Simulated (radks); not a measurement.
The ytterbium ion Yb8+ is in [Kr] 4d10 4f(5/2: 6, 7/2: 4) 5s2 5p(1/2: 2, 3/2: 2). Method: Dirac Kohn-Sham, BLYP, spin-unpolarised, spherical densities, finite nucleus; Fermi nuclear charge, rms radius of each element as measured or else 0.836 A^(1/3) + 0.57 fm; computed with a radial shooting solver on a logarithmic mesh with Libxc functionals. Sub-shells are occupied by j as written (lower j first in brackets). One electron is removed from 5p1/2, 5p3/2, 4f5/2, 4f7/2 in turn, with full relaxation. Which removal costs least, and what does each cost?

Answer. 5p3/2 151.15 eV; 4f7/2 158.87 eV; 4f5/2 160.62 eV; 5p1/2 161.04 eV. The 5p3/2 electron leaves first.
